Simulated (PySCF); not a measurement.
Species: C5H6ClN.
Bonds: C1–N2, N2–C3 (aromatic), C3–C4 (aromatic), C4–C5 (aromatic), C5–C6 (aromatic), C6–Cl7, N2–C6 (aromatic). Hydrogens: H8, H9, H10 on C1; H11 on C3; H12 on C4; H13 on C5.

Computed by this run: PySCF 2.14.0, PBE0-D3(BJ)/def2-SVP geometry optimisation, gas phase; density fitting, grid level 1; the optimiser is geomeTRIC in internal coordinates, started from a GFN2-xTB structure.

Step 0: E = -19274.4918 eV
```
atom  x, y, z in Å  |  force x, y, z in eV/Å
C1     -1.8364   -0.1273    0.1960    0.152   0.105   0.003
N2     -0.4116   -0.0723    0.0334   -0.255   0.030   0.032
C3      0.4130   -1.1125   -0.2648    0.023  -0.207  -0.045
C4      1.7000   -0.6541   -0.3317   -0.009   0.102   0.025
C5      1.6690    0.7285   -0.0632    0.021  -0.009  -0.003
C6      0.3546    1.0445    0.1553   -0.205   0.548   0.131
Cl7    -0.3662    2.5533    0.5307   -0.003   0.029   0.006
H8     -2.3291    0.5282   -0.5255   -0.178   0.139  -0.177
H9     -2.1740   -1.1496    0.0390   -0.085  -0.287  -0.045
H10    -2.1186    0.1941    1.2010   -0.128   0.055   0.251
H11     0.0218   -2.1000   -0.4079   -0.268  -0.564  -0.074
H12     2.5735   -1.2355   -0.5470    0.493  -0.393  -0.137
H13     2.4997    1.4032   -0.0331    0.443   0.451   0.032
```

Q: Estimate the geometry and energy of step 1. (The exact step hangs on the optimiser's Hessian estimate; all steps are aligned on step 0, rigid shifts and turns removed.)

A: E = -19274.5264 eV, largest force 0.123 eV/Å
```
atom  x, y, z in Å  |  force x, y, z in eV/Å
C1     -1.8410   -0.1260    0.1967   -0.048  -0.004   0.005
N2     -0.4126   -0.0667    0.0344    0.019   0.020   0.001
C3      0.4132   -1.1202   -0.2662   -0.058  -0.013   0.005
C4      1.7077   -0.6569   -0.3328    0.096  -0.072  -0.025
C5      1.6796    0.7359   -0.0629    0.058   0.090   0.012
C6      0.3585    1.0583    0.1577   -0.029  -0.053  -0.007
Cl7    -0.3597    2.5676    0.5325    0.004  -0.015  -0.004
H8     -2.3495    0.5262   -0.5296    0.004  -0.008   0.002
H9     -2.1722   -1.1599    0.0360    0.010   0.023   0.003
H10    -2.1380    0.1883    1.2089    0.003  -0.006  -0.005
H11     0.0039   -2.1190   -0.4083    0.014   0.034   0.005
H12     2.5892   -1.2577   -0.5538   -0.039   0.029   0.010
H13     2.5166    1.4305   -0.0303   -0.036  -0.026  -0.001
```

The energy changes by -0.0346 eV. The first-order estimate −F·Δx gives -0.0728 eV and the mean of the old and new forces, exact on a quadratic surface, -0.0352 eV. The step makes an angle of 38° with the force vector and moves no atom by more than 0.032 Å.

What follows is the cost of the whole optimisation. On one thread, Arm Neoverse V1 (aarch64), no GPU, shared host with 32 logical CPUs at a one-minute load of 26, this took 26 s of wall time and 0.66 GiB of memory at its peak.
